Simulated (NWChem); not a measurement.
## Which level was it?

CH4AlFOS: 9 atoms, total charge 0, spin state singlet. As SMILES, `C[O][Al]([F])[SH]`. Geometry: relaxed at PBE0-D4/def2-TZVP. This is one conformer, not always the lowest.

```xyz
9

C    -0.3799   -1.4136    0.1240
O     0.3798   -0.5334   -0.6482
Al    0.7621    1.0888   -0.7003
F     1.7616    1.6221   -1.8853
S     0.0198    2.5586    0.7081
H    -0.8678   -0.9179    0.9729
H     0.2581   -2.2095    0.5195
H    -1.1587   -1.8751   -0.4906
H    -0.6865    1.6338    1.3829
```

A calculation with NWChem 7.3.0 gave:

```yaml
total_energy: -849.6495 Eh
dipole_moment: 3.88 D
HOMO_energy: -11.00 eV
LUMO_energy: 2.55 eV
HOMO–LUMO_gap: 13.55 eV
largest_force: 1.590 eV/Å
```

Problem. Which of these levels gave the numbers?
A. HF/3-21G
B. B3LYP/6-31G* (Cartesian functions)
C. HF/STO-3G
D. B3LYP/6-31G* (spherical functions)

Solution. A. The others give -843.9207 Eh (HF/STO-3G), -856.3587 Eh (B3LYP/6-31G* (Cartesian functions)), -856.3508 Eh (B3LYP/6-31G* (spherical functions)).
